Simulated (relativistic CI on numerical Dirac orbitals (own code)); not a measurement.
**Ligand-field terms of d1**

Computed with a parametric ligand-field model of a d^n configuration (Racah B and C, spin-orbit zeta, crystal field), exact diagonalisation.

Field parameters in Wybourne normalisation: Td as Oh with Dq negative (B⁴₀ = 21Dq, B⁴₄ = √(5/14) B⁴₀). The field is a parameter set, without covalency.

B = 420 cm⁻¹, C = 1970 cm⁻¹ (C/B = 4.69), Td, no spin-orbit coupling. Tanabe-Sugano data, E/B above the lowest term (Δ = |10Dq|; b, c mark the second and third term of a kind):

```
 Δ/B    2E    2T2
 1.0  0.00   1.00
 2.8  0.00   2.81
 4.6  0.00   4.60
 6.4  0.00   6.40
 8.2  0.00   8.19
10.0  0.00  10.00
11.8  0.00  11.81
13.6  0.00  13.60
15.4  0.00  15.40
17.2  0.00  17.19
19.0  0.00  19.00
20.8  0.00  20.81
```

The ground term stays 2E.
